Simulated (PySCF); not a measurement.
## Nuclear quadrupole coupling in `[H]/N=C\C[SiH2]/N=C(\C)C#N`

C₅H₉N₃Si.
Structure used (GFN2-xTB), in Å, numbered top down from 1:
```xyz
18
C5H9N3Si angstrom
C     -2.8141   -0.6076   -0.4318
C     -2.0287    0.5849    0.0216
C     -2.8133    1.5851    0.6843
N     -3.4496    2.3759    1.2148
N     -0.7963    0.7974   -0.1111
Si     0.5640   -0.0070   -0.7689
C      1.7029   -0.2042    0.7551
C      3.0343   -0.6601    0.2938
N      4.0482    0.0352    0.0387
H     -3.2743   -1.0929    0.4288
H     -3.6161   -0.2871   -1.0961
H     -2.1660   -1.3088   -0.9490
H      0.3965   -1.3217   -1.4055
H      1.0887    0.9741   -1.7129
H      1.2726   -0.9253    1.4490
H      1.7788    0.7620    1.2553
H      3.1390   -1.7292    0.1255
H      3.9246    1.0358    0.1967
```

Field gradients from the PBE0/pcSseg-1 density (PySCF, non-relativistic), principal values in atomic units, ordered |Vxx| ≤ |Vyy| ≤ |Vzz|:

| atom | Vxx | Vyy | Vzz |
| --- | --- | --- | --- |
| N4 | 0.4184 | 0.6099 | -1.0284 |
| N5 | 0.1905 | 0.8750 | -1.0655 |
| N9 | 0.3388 | 0.6796 | -1.0185 |

Q: Find the asymmetry η = (Vxx − Vyy)/Vzz and the couplings χ = eQV/h (234.96 MHz × Q in barn × V in au), with Q(14N) = 0.02044 b.

A: 
```json
{"atom": "N4", "environment": "nitrile nitrogen", "nucleus": "14N", "η": "0.19", "χzz (MHz)": "-4.939", "χxx (MHz)": "2.010", "χyy (MHz)": "2.929"}
{"atom": "N5", "environment": "C=N nitrogen", "nucleus": "14N", "η": "0.64", "χzz (MHz)": "-5.12", "χxx (MHz)": "0.92", "χyy (MHz)": "4.20"}
{"atom": "N9", "environment": "imine nitrogen", "nucleus": "14N", "η": "0.33", "χzz (MHz)": "-4.891", "χxx (MHz)": "1.627", "χyy (MHz)": "3.264"}
```

Q: What is Vzz at N5 in SI units (1 au = 9.71736 × 10²¹ V/m²)?

A: -1.0655 au = -10.354 × 10²¹ V/m².

Q: And the gradient at the other heavy atoms, for which no coupling is worked out here?

A: 
```csv
atom,environment,Vzz (au),η
C1,methyl carbon,0.092,0.43
C2,C=N carbon,0.328,0.70
C3,nitrile carbon,-0.398,0.09
Si6,SiH2 silicon,0.325,0.67
C7,sp3 carbon bound to silicon,0.044,0.78
C8,imine carbon,0.423,0.31
```

Q: What couplings would deuterons (Q(2H) = 0.00286 b) have in place of the hydrogens, at this geometry?

A: 
| atom | bonded to | bond length (Å) | Vzz (au) | η | χzz (kHz) |
| --- | --- | --- | --- | --- | --- |
| H10 | C1 | 1.090 | 0.3065 | 0.04 | 206 |
| H11 | C1 | 1.090 | 0.3067 | 0.04 | 206 |
| H12 | C1 | 1.086 | 0.3122 | 0.04 | 210 |
| H13 | Si6 | 1.470 | 0.1540 | 0.04 | 103 |
| H14 | Si6 | 1.459 | 0.1628 | 0.01 | 109 |
| H15 | C7 | 1.089 | 0.3142 | 0.04 | 211 |
| H16 | C7 | 1.091 | 0.3096 | 0.04 | 208 |
| H17 | C8 | 1.087 | 0.3092 | 0.03 | 208 |
| H18 | N9 | 1.020 | 0.3827 | 0.03 | 257 |

One conformer (not necessarily the lowest) at the GFN2-xTB geometry, without solvent, vibrations or thermal averaging. GFN2-xTB bond lengths can be off by several hundredths of an ångström, more for odd bonds, and the gradients follow them. The small basis limits the accuracy of the gradients.

These values come from a run that also computed NMR shieldings. Hardware: Arm Neoverse V1, one thread, no GPU, shared host. Cost: 42 s of wall time (with the writing of density and orbital grids), 0.91 GiB resident at most.
